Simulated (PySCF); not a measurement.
C6H11Al, SMILES C=[CH][Al]([CH]=C)[CH2]C (GFN2-xTB optimised geometry):

```
18

Al    -0.765     0.084     0.000
C      1.247     0.084     0.000
C      1.928     1.462     0.001
H      1.613    -0.483    -0.871
H      1.613    -0.484     0.871
H      1.639     2.033     0.882
H      1.640     2.033    -0.881
H      3.015     1.367     0.001
C     -1.694    -1.671     0.000
C     -1.000    -2.810    -0.004
H     -2.783    -1.762     0.002
H     -1.456    -3.793    -0.005
H      0.082    -2.804    -0.006
C     -1.934     1.690     0.000
C     -1.565     2.971    -0.005
H     -3.015     1.504     0.004
H     -2.272     3.793    -0.005
H     -0.525     3.263    -0.009
```

Computed with PySCF with CAM-B3LYP/def2-SVP.

Problem. What are the frontier orbital energies and the dipole moment?

Solution. HOMO-2 -8.95 eV, HOMO-1 -8.92 eV, HOMO -8.60 eV, LUMO -0.31 eV, LUMO+1 1.70 eV; dipole moment 0.21 D.

On the same geometry PySCF with PBE/def2-SVP gives HOMO-2 -6.56 eV, HOMO-1 -6.23 eV, HOMO -5.97 eV, LUMO -2.18 eV, LUMO+1 -0.63 eV; dipole moment 0.22 D.

Meta-Löwdin charges at CAM-B3LYP/def2-SVP: Al1 0.77, C2 -0.44, C3 -0.27, H4 0.10, H5 0.10, H6 0.09, H7 0.09, H8 0.09, C9 -0.36, C10 -0.17, H11 0.10, H12 0.10, H13 0.09, C14 -0.36, C15 -0.17, H16 0.10, H17 0.10, H18 0.09.
